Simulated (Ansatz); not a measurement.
Geometry optimisation, RKS BLYP/def2-SVP (Ansatz).

input.yaml

```yaml
crystal:
  periodic: [false, false, false]
  atoms:
    - { symbol: Zn, position_ang: [0.008682, -1.108961, -0.261274] }
    - { symbol: O, position_ang: [0.905633, -0.05477, 0.975675] }
    - { symbol: Cl, position_ang: [-0.830523, -2.414796, -1.701667] }
    - { symbol: H, position_ang: [0.080413, 1.753048, -0.096503] }
    - { symbol: F, position_ang: [-0.571806, 1.882183, -0.735615] }
    - { symbol: H, position_ang: [0.407601, -0.056805, 1.819283] }
basis:
  gaussian: { orbitals: def2-SVP }
hamiltonian:
  xc: blyp
relax:
  f_tol: 0.03
  max_steps: 50
```

Command:

```bash
$ ansatz run input.yaml --threads 2 --pin off --max-ram 3072MiB --backend cpu --events-out ev --progress --plain --runs-dir out
```

Where does it end, and by what steps?

It converged. After 20 steps the energy has fallen by 0.852 eV; Zn1 moved furthest, 1.02 Å. Parted: H4–F5 (0.92 → 1.82 Å). Joined: Zn1–F5 (3.08 → 1.83 Å), O2–H4 (2.26 → 1.00 Å).

```tsv
step	energy less start (eV)	largest force component (eV/Å)	accepted
0	0.0000	1.003	yes
1	-0.2077	0.721	yes
2	-0.3429	1.091	yes
3	-0.4372	1.180	yes
4	-0.4731	0.235	yes
5	-0.4820	0.103	yes
6	-0.4867	0.098	yes
7	-0.4892	0.062	yes
8	-0.4905	0.096	yes
9	-0.4921	0.189	yes
10	-0.5294	1.057	yes
11	-0.3250	4.901	no
12	-0.6410	0.589	yes
13	-0.7509	0.625	yes
14	-0.8050	1.140	yes
15	-0.8275	0.511	yes
16	-0.8376	0.405	yes
17	-0.8420	0.574	yes
18	-0.8412	0.669	no
19	-0.8518	0.066	yes
20	-0.8522	0.022	yes
```

```xyz
6
Properties=species:S:1:pos:R:3
Zn -0.377 -0.392 -0.868
O 0.784 0.221 0.868
Cl -0.687 -2.418 -1.460
H 0.431 1.115 0.593
F -0.577 1.424 -0.896
H 0.427 0.051 1.764
```

Whether the end is a true minimum wasn't checked by a vibrational analysis.

Run time: 33 s on 2 threads of AMD EPYC 7R13 Processor (Zen 3), with other jobs on the host, peak memory 0.17 GiB.
